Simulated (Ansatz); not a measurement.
Ansatz (a first-principles code) job for CH8O2Si3, SMILES C[Si@H]1O[SiH2][Si@@H]1O, PBE-D3(BJ)/def2-SVP. 

Ansatz 0.2 input:
```yaml
crystal:
  periodic: [false, false, false]
  atoms:
    - {symbol: C, position_ang: [2.53411868, -0.72061788, -1.02817165]}
    - {symbol: Si, position_ang: [1.26140025, -0.10580403, 0.20389843]}
    - {symbol: O, position_ang: [0.68735660, 1.43577431, -0.24517558]}
    - {symbol: Si, position_ang: [-1.01189237, 1.48039464, -0.29401117]}
    - {symbol: Si, position_ang: [-0.99108372, -0.87434276, 0.06401553]}
    - {symbol: O, position_ang: [-1.81518707, -1.62787720, 1.31531556]}
    - {symbol: H, position_ang: [2.09999811, -0.79435971, -2.03731631]}
    - {symbol: H, position_ang: [3.39285587, -0.03073810, -1.07056034]}
    - {symbol: H, position_ang: [2.90599086, -1.71599176, -0.73483810]}
    - {symbol: H, position_ang: [1.86561876, -0.05480763, 1.57082508]}
    - {symbol: H, position_ang: [-1.56206338, 2.33904823, 0.79848417]}
    - {symbol: H, position_ang: [-1.47821828, 2.03488491, -1.59875731]}
    - {symbol: H, position_ang: [-1.29686644, -1.69189733, -1.14384709]}
    - {symbol: H, position_ang: [-1.72732227, -1.22907812, 2.18928111]}
basis:
  gaussian:
    orbitals: def2-SVP
hamiltonian:
  xc: pbe
  dispersion: d3bj
relax: {f_tol: 0.002, max_steps: 200}
```

Log of the run:

```
WARN ansatz: RAYON_NUM_THREADS=2 ignored (pool sized by the plan → 2); use --threads N
Functional definition: PBE
integrals: 0.09 GiB planned
1496 factors; their error is unknown
mean field: 0.45 GiB planned
mean field evaluation 1: about -28851.9983 eV, gradient 8.8e1 eV
mean field evaluation 2: about -28768.6634 eV, gradient 2.1e2 eV
mean field evaluation 4: about -28866.6473 eV, gradient 1.9e1 eV
mean field evaluation 8: about -28867.4439 eV, gradient 1.8e-1 eV
mean field evaluation 16: about -28867.3326 eV, gradient 9.6e-4 eV
mean field -28867.33262407 eV, -1060.8549069536 hartree, gradient 1.5e-5 eV, S^2 0.000000; 0 other end points of the search recorded, 0 dependent functions left out
the calculation of the forces begins
reference -28867.33266790 eV, -1060.8549085645 hartree; 36, 36 occupied and 100, 100 virtual orbitals, 1496 factors
relax step   1: F+E_penalty+E_count = -28867.69911596 eV  Δ(F+E_penalty+E_count) = +0.000e0 eV  max|allowed force component| = 4.137e-1 eV/Å  Δτ_max = 0.0000 Å  (29 SCF iters, accepted)
these checks for a lower state are left out or cut short: starts, cluster_reference, orbital_swaps, neighbouring_geometries, increment
integrals: 0.09 GiB planned
1496 factors; their error is unknown
mean field: 0.45 GiB planned
mean field -28867.35218642 eV, -1060.8556258569 hartree, gradient 2.4e-5 eV, S^2 0.000000; 0 other end points of the search recorded, 0 dependent functions left out
the calculation of the forces begins
reference -28867.35223044 eV, -1060.8556274744 hartree; 36, 36 occupied and 100, 100 virtual orbitals, 1496 factors
relax step   2: F+E_penalty+E_count = -28867.71704856 eV  Δ(F+E_penalty+E_count) = -1.793e-2 eV  max|allowed force component| = 1.939e-1 eV/Å  Δτ_max = 0.0370 Å  (29 SCF iters, accepted)
these checks for a lower state are left out or cut short: starts, cluster_reference, orbital_swaps, neighbouring_geometries, increment
integrals: 0.09 GiB planned
1496 factors; their error is unknown
mean field: 0.45 GiB planned
mean field evaluation 32: about -28867.3568 eV, gradient 5.7e-4 eV
mean field -28867.35677255 eV, -1060.8557943942 hartree, gradient 2.3e-5 eV, S^2 0.000000; 0 other end points of the search recorded, 0 dependent functions left out
the calculation of the forces begins
reference -28867.35681663 eV, -1060.8557960140 hartree; 36, 36 occupied and 100, 100 virtual orbitals, 1496 factors
relax step   3: F+E_penalty+E_count = -28867.72118237 eV  Δ(F+E_penalty+E_count) = -4.134e-3 eV  max|allowed force component| = 6.873e-2 eV/Å  Δτ_max = 0.0205 Å  (30 SCF iters, accepted)
these checks for a lower state are left out or cut short: starts, cluster_reference, orbital_swaps, neighbouring_geometries, increment
integrals: 0.09 GiB planned
1496 factors; their error is unknown
mean field: 0.45 GiB planned
mean field -28867.35765954 eV, -1060.8558269901 hartree, gradient 2.2e-5 eV, S^2 0.000000; 0 other end points of the search recorded, 0 dependent functions left out
the calculation of the forces begins
reference -28867.35770359 eV, -1060.8558286093 hartree; 36, 36 occupied and 100, 100 virtual orbitals, 1496 factors
relax step   4: F+E_penalty+E_count = -28867.72201610 eV  Δ(F+E_penalty+E_count) = -8.337e-4 eV  max|allowed force component| = 3.270e-2 eV/Å  Δτ_max = 0.0105 Å  (31 SCF iters, accepted)
these checks for a lower state are left out or cut short: starts, cluster_reference, orbital_swaps, neighbouring_geometries, increment
integrals: 0.09 GiB planned
1496 factors; their error is unknown
mean field: 0.45 GiB planned
mean field -28867.35782134 eV, -1060.8558329364 hartree, gradient 2.2e-5 eV, S^2 0.000000; 0 other end points of the search recorded, 0 dependent functions left out
the calculation of the forces begins
reference -28867.35786530 eV, -1060.8558345518 hartree; 36, 36 occupied and 100, 100 virtual orbitals, 1496 factors
relax step   5: F+E_penalty+E_count = -28867.72269088 eV  Δ(F+E_penalty+E_count) = -6.748e-4 eV  max|allowed force component| = 2.895e-2 eV/Å  Δτ_max = 0.0266 Å  (31 SCF iters, accepted)
these checks for a lower state are left out or cut short: starts, cluster_reference, orbital_swaps, neighbouring_geometries, increment
integrals: 0.09 GiB planned
1496 factors; their error is unknown
mean field: 0.45 GiB planned
mean field -28867.35845719 eV, -1060.8558563032 hartree, gradient 2.4e-5 eV, S^2 0.000000; 0 other end points of the search recorded, 0 dependent functions left out
the calculation of the forces begins
reference -28867.35850116 eV, -1060.8558579191 hartree; 36, 36 occupied and 100, 100 virtual orbitals, 1496 factors
relax step   6: F+E_penalty+E_count = -28867.72301863 eV  Δ(F+E_penalty+E_count) = -3.278e-4 eV  max|allowed force component| = 1.552e-2 eV/Å  Δτ_max = 0.0224 Å  (29 SCF iters, accepted)
these checks for a lower state are left out or cut short: starts, cluster_reference, orbital_swaps, neighbouring_geometries, increment
integrals: 0.09 GiB planned
1496 factors; their error is unknown
mean field: 0.45 GiB planned
mean field -28867.35868006 eV, -1060.8558644938 hartree, gradient 2.3e-5 eV, S^2 0.000000; 0 other end points of the search recorded, 0 dependent functions left out
the calculation of the forces begins
reference -28867.35872403 eV, -1060.8558661095 hartree; 36, 36 occupied and 100, 100 virtual orbitals, 1496 factors
relax step   7: F+E_penalty+E_count = -28867.72315760 eV  Δ(F+E_penalty+E_count) = -1.390e-4 eV  max|allowed force component| = 4.225e-3 eV/Å  Δτ_max = 0.0125 Å  (30 SCF iters, accepted)
these checks for a lower state are left out or cut short: starts, cluster_reference, orbital_swaps, neighbouring_geometries, increment
integrals: 0.09 GiB planned
1496 factors; their error is unknown
mean field: 0.45 GiB planned
mean field evaluation 64: about -28867.4704 eV, gradient 4.9e-3 eV
mean field -28867.35883998 eV, -1060.8558703706 hartree, gradient 2.3e-5 eV, S^2 0.000000; 0 other end points of the search recorded, 0 dependent functions left out
the calculation of the forces begins
reference -28867.35888394 eV, -1060.8558719862 hartree; 36, 36 occupied and 100, 100 virtual orbitals, 1496 factors
relax step   8: F+E_penalty+E_count = -28867.72322264 eV  Δ(F+E_penalty+E_count) = -6.504e-5 eV  max|allowed force component| = 8.088e-3 eV/Å  Δτ_max = 0.0224 Å  (30 SCF iters, accepted)
these checks for a lower state are left out or cut short: starts, cluster_reference, orbital_swaps, neighbouring_geometries, increment
integrals: 0.09 GiB planned
1496 factors; their error is unknown
mean field: 0.45 GiB planned
mean field -28867.35889819 eV, -1060.8558725098 hartree, gradient 8.6e-6 eV, S^2 0.000000; 0 other end points of the search recorded, 0 dependent functions left out
the calculation of the forces begins
reference -28867.35894217 eV, -1060.8558741260 hartree; 36, 36 occupied and 100, 100 virtual orbitals, 1496 factors
relax step   9: F+E_penalty+E_count = -28867.72321582 eV  Δ(F+E_penalty+E_count) = +6.814e-6 eV  max|allowed force component| = 1.010e-2 eV/Å  Δτ_max = 0.0043 Å  (24 SCF iters, rejected (line search))
these checks for a lower state are left out or cut short: starts, cluster_reference, orbital_swaps, neighbouring_geometries, increment
integrals: 0.09 GiB planned
1496 factors; their error is unknown
mean field: 0.45 GiB planned
mean field -28867.35885087 eV, -1060.8558707710 hartree, gradient 6.6e-6 eV, S^2 0.000000; 0 other end points of the search recorded, 0 dependent functions left out
the calculation of the forces begins
reference -28867.35889484 eV, -1060.8558723867 hartree; 36, 36 occupied and 100, 100 virtual orbitals, 1496 factors
relax step  10: F+E_penalty+E_count = -28867.72323587 eV  Δ(F+E_penalty+E_count) = -1.324e-5 eV  max|allowed force component| = 1.076e-3 eV/Å  Δτ_max = 0.0015 Å  (23 SCF iters, accepted)
integrals: 0.09 GiB planned
1496 factors; their error is unknown
mean field: 0.45 GiB planned
mean field evaluation 96: about -28867.3588 eV, gradient 2.6e-2 eV
mean field -28867.35885087 eV, -1060.8558707710 hartree, gradient 6.5e-6 eV, S^2 0.000000; 1 other end points of the search recorded, 0 dependent functions left out
the calculation of the forces begins
reference -28867.35889484 eV, -1060.8558723867 hartree; 36, 36 occupied and 100, 100 virtual orbitals, 1496 factors
Total energy: -28867.72327984 eV, -1060.8692632885 hartree
Atom 0 at     2.550917    -0.743451    -1.017383 Å, force     0.000262    -0.000693    -0.000198 eV/Å
Atom 1 at     1.257612    -0.088927     0.180586 Å, force    -0.000386     0.000991    -0.000005 eV/Å
Atom 2 at     0.689526     1.450431    -0.335749 Å, force     0.001059    -0.000460     0.000537 eV/Å
Atom 3 at    -1.024249     1.491552    -0.283146 Å, force    -0.000293    -0.000111    -0.000067 eV/Å
Atom 4 at    -0.996911    -0.864489     0.070643 Å, force    -0.000001     0.000363     0.000141 eV/Å
Atom 5 at    -1.831231    -1.672492     1.299259 Å, force    -0.000108    -0.000021     0.000422 eV/Å
Atom 6 at     2.126964    -0.861214    -2.034232 Å, force     0.000837    -0.000182     0.000553 eV/Å
Atom 7 at     3.411015    -0.044922    -1.074601 Å, force    -0.000386    -0.000464    -0.000259 eV/Å
Atom 8 at     2.927108    -1.729472    -0.675388 Å, force    -0.000339     0.001076    -0.000507 eV/Å
Atom 9 at     1.856837     0.012281     1.563175 Å, force    -0.000015    -0.000091     0.000117 eV/Å
Atom 10 at    -1.517880     2.351309     0.854715 Å, force    -0.000093    -0.000004    -0.000130 eV/Å
Atom 11 at    -1.559128     2.072202    -1.566337 Å, force    -0.000297    -0.000021    -0.000068 eV/Å
Atom 12 at    -1.294125    -1.658844    -1.172206 Å, force    -0.000321    -0.000159    -0.000372 eV/Å
Atom 13 at    -1.731748    -1.269376     2.179805 Å, force     0.000080    -0.000224    -0.000163 eV/Å
Dipole moment:     0.087420    -0.138437     0.161904 e Å
```

The run converged.
